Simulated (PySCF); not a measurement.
CH3AlCl2O, SMILES C[O][Al]([Cl])[Cl]. Atoms are numbered in the order given.

```xyz
8

Al     0.0920     0.1009    -0.0327
Cl     1.4068     1.6740    -0.3764
Cl    -1.1661     0.1320     1.6326
O      0.0654    -1.1796    -1.1113
C     -0.5858    -2.3927    -1.3150
H     -1.1123    -2.3862    -2.2845
H      0.1443    -3.2194    -1.3381
H     -1.3274    -2.6158    -0.5269
```

Coordinates come from a PBE0-D3(BJ)/def2-SVP optimisation. The structure was generated by enumeration; whether it is a known compound was not checked. The values are those of a single conformer.

These are HF/pcSseg-1 in PySCF values and carry that method's errors.

GIAO shieldings, no solvent; atoms listed in one row are averaged. δ = σ(ref) − σ: ³⁵Cl against HCl (σ = 958.2 ppm); ¹⁷O against H2O (σ = 333.0 ppm); ¹³C against TMS (σ = 192.6 ppm); ¹H against TMS (σ = 31.99 ppm), references at their B3LYP-D3(BJ)/def2-TZVP geometries, non-relativistic (without spin–orbit terms, shifts of atoms bonded to Cl or Br come out too high).

```
nucleus       atoms  count  δ (ppm)
-------  ----------  -----  -------
³⁵Cl            Cl3      1    -66.5
³⁵Cl            Cl2      1    -70.0
¹⁷O              O4      1      0.2
¹³C              C5      1     50.9
¹H       H6, H7, H8      3     3.92
```
